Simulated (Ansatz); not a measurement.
A structure relaxed at PBE0-D4/def2-TZVP, charge 0, multiplicity 1:

Cartesian coordinates in Å:
```
O -1.305 -1.183 0.537
B -0.726 0.030 0.665
F -1.270 0.832 1.577
Al 0.965 0.640 -0.522
F 1.426 -0.562 -1.571
H -0.890 -1.737 -0.128
H 1.801 1.980 -0.558
```

Give its formula and SMILES.

AlBF2H2O, `O[B](F)[AlH][F]`.

Point group (tolerance 0.08 Å, 0.16 Å for H)?

Cs.

Summarise the bond lengths by kind.

1 × B–O 1.351 Å; 1 × H–O 0.960 Å; 1 × B–F 1.331 Å; 1 × Al–B 2.153 Å; 1 × Al–F 1.660 Å; 1 × Al–H 1.580 Å.

Computed with Ansatz.
